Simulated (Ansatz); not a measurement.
The cluster Na6H6⁺. The state is a doublet with charge 1. Geometry PBE-D4/def2-SVP, that of the neutral singlet; atoms count from 1.

```xyz
12

Na   -1.734   -0.903    1.388
Na   -1.166    0.038   -2.099
Na    1.163   -0.043    2.096
Na    1.730    0.906   -1.384
Na    1.311   -1.981   -0.322
Na   -1.307    1.981    0.321
H    -0.707    1.032    2.160
H     0.705   -1.032   -2.160
H    -2.464    0.091   -0.378
H     0.118   -2.007    1.475
H     2.468   -0.093    0.377
H    -0.117    2.012   -1.476
```

The structure comes from a short search, and lower isomers may exist.

Question: Estimate the Mulliken populations from the PBE0/def2-TZVP orbitals of Ansatz.

Answer: 
```tsv
atom	charge (e)	spin (α − β)
Na1	0.43	-0.02
Na2	0.42	-0.01
Na3	0.42	-0.01
Na4	0.43	-0.02
Na5	0.43	-0.01
Na6	0.42	-0.01
H7	-0.21	0.34
H8	-0.21	0.34
H9	-0.28	0.11
H10	-0.29	0.10
H11	-0.28	0.11
H12	-0.29	0.10
```
Mulliken values depend strongly on the basis.

Question: Where does the spin sit?

Answer: Summed by element: Na -0.08, H 1.08, of 1 unpaired in all. Largest on single atoms: H7 0.34, H8 0.34, H9 0.11.
